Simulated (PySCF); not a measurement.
C$_{3}$H$_{6}$NO, doublet, geometry from GFN2-xTB; BHANDHLYP/STO-3G run with PySCF.

Input for PySCF:
```python
from pyscf import gto, scf, dft

mol = gto.Mole()
mol.atom = '''
    C    -0.57340588   -1.04248401   -0.84747629
    N     0.22580332   -0.27232099   -0.07484776
    C     1.57408486   -0.72022017    0.18317111
    C    -0.22793319    0.90634106    0.45338122
    O    -1.34568634    1.34977580    0.28262936
    H    -0.19354223   -1.95873990   -1.24751590
    H    -1.57037703   -0.70052078   -1.03182152
    H     1.56102399   -1.68796428    0.68836733
    H     2.08952465    0.00057103    0.81554840
    H     2.12384536   -0.82477924   -0.75424729
    H     0.53791799    1.41765245    1.05811220
'''
mol.basis = 'sto-3g'
mol.spin = 1
mol.verbose = 4
mol.build()

mf = dft.UKS(mol)
mf.xc = 'bhandhlyp'
mf.kernel()
```

### Question
What does PySCF print? Leave out banner, timings and long lists.

### Answer

```
PySCF version 2.14.0

[INPUT] verbose = 4
[INPUT] num. atoms = 11
[INPUT] num. electrons = 39
[INPUT] charge = 0
[INPUT] spin (= nelec alpha-beta = 2S) = 1
[INPUT] symmetry False subgroup None
[INPUT] Mole.unit = angstrom
[INPUT] Symbol           X                Y                Z      unit          X                Y                Z       unit  Magmom
[INPUT]  1 C     -0.573405880000  -1.042484010000  -0.847476290000 AA   -1.083580071415  -1.970009268138  -1.601498085162 Bohr   0.0
[INPUT]  2 N      0.225803320000  -0.272320990000  -0.074847760000 AA    0.426706432818  -0.514612089070  -0.141441767437 Bohr   0.0
[INPUT]  3 C      1.574084860000  -0.720220170000   0.183171110000 AA    2.974589282224  -1.361018870688   0.346143231833 Bohr   0.0
[INPUT]  4 C     -0.227933190000   0.906341060000   0.453381220000 AA   -0.430731303798   1.712736378848   0.856766335821 Bohr   0.0
[INPUT]  5 O     -1.345686340000   1.349775800000   0.282629360000 AA   -2.542978632168   2.550706591566   0.534092085161 Bohr   0.0
[INPUT]  6 H     -0.193542230000  -1.958739900000  -1.247515900000 AA   -0.365741808238  -3.701481960258  -2.357463387040 Bohr   0.0
[INPUT]  7 H     -1.570377030000  -0.700520780000  -1.031821520000 AA   -2.967582499008  -1.323792418767  -1.949860082232 Bohr   0.0
[INPUT]  8 H      1.561023990000  -1.687964280000   0.688367330000 AA    2.949907814976  -3.189790197249   1.300825726798 Bohr   0.0
[INPUT]  9 H      2.089524650000   0.000571030000   0.815548400000 AA    3.948629319028   0.001079090309   1.541163117327 Bohr   0.0
[INPUT] 10 H      2.123845360000  -0.824779240000  -0.754247290000 AA    4.013486061328  -1.558606876827  -1.425320808295 Bohr   0.0
[INPUT] 11 H      0.537917990000   1.417652450000   1.058112200000 AA    1.016517678577   2.678974870319   1.999542267061 Bohr   0.0

nuclear repulsion = 174.42088471962
number of shells = 21
number of NR pGTOs = 93
number of NR cGTOs = 31
basis = sto-3g
ecp = {}

******** <class 'pyscf.dft.uks.UKS'> ********
method = UKS
initial guess = minao
damping factor = 0
level_shift factor = 0
DIIS = <class 'pyscf.scf.diis.CDIIS'>
diis_start_cycle = 1
diis_space = 8
diis_damp = 0
SCF conv_tol = 1e-09
SCF conv_tol_grad = None
SCF max_cycles = 50
direct_scf = True
direct_scf_tol = 1e-13
number electrons alpha = 20  beta = 19
XC library pyscf.dft.libxc version 7.1.2
    S. Lehtola, C. Steigemann, M. J. T. Oliveira, and M. A. L. Marques,  SoftwareX 7, 1–5 (2018)
XC functionals = bhandhlyp
    A. D. Becke,  J. Chem. Phys. 98, 1372 (1993)
    Defined through Gaussian implementation.
radial grids:
    Treutler-Ahlrichs [JCP 102, 346 (1995); DOI:10.1063/1.469408] (M4) radial grids

becke partition: Becke, JCP 88, 2547 (1988); DOI:10.1063/1.454033
pruning grids: <function nwchem_prune>
grids dens level: 3
symmetrized grids: False
atomic radii adjust function: <function treutler_atomic_radii_adjust>
small_rho_cutoff = 0
Set gradient conv threshold to 3.16228e-05
tot grids = 129192
init E= -245.456456351388

cycle= 1 E= -244.311872462164  delta_E= 1.14  |g|= 0.472  |ddm|= 3.06
cycle= 2 E= -244.059737356275  delta_E= 0.252  |g|= 0.914  |ddm|= 1.71
cycle= 3 E= -244.490412191687  delta_E= -0.431  |g|= 0.0612  |ddm|= 1.02
cycle= 4 E= -244.49403270019  delta_E= -0.00362  |g|= 0.0223  |ddm|= 0.125
cycle= 5 E= -244.494627963287  delta_E= -0.000595  |g|= 0.00928  |ddm|= 0.0446
cycle= 6 E= -244.49492755614  delta_E= -0.0003  |g|= 0.00468  |ddm|= 0.0409
cycle= 7 E= -244.495029256752  delta_E= -0.000102  |g|= 0.00324  |ddm|= 0.023
cycle= 8 E= -244.495091591738  delta_E= -6.23e-05  |g|= 0.00174  |ddm|= 0.0228
cycle= 9 E= -244.495116032605  delta_E= -2.44e-05  |g|= 0.00056  |ddm|= 0.0201
cycle= 10 E= -244.495117919813  delta_E= -1.89e-06  |g|= 0.00014  |ddm|= 0.00628
cycle= 11 E= -244.495117964411  delta_E= -4.46e-08  |g|= 3.77e-05  |ddm|= 0.000796
cycle= 12 E= -244.49511796658  delta_E= -2.17e-09  |g|= 2.2e-05  |ddm|= 0.00015
cycle= 13 E= -244.495117966974  delta_E= -3.94e-10  |g|= 6.12e-06  |ddm|= 4.88e-05
Extra cycle  E= -244.495117966989  delta_E= -1.46e-11  |g|= 5.4e-06  |ddm|= 1.51e-05
converged SCF energy = -244.495117966989  <S^2> = 0.77862992  2S+1 = 2.0284279
```
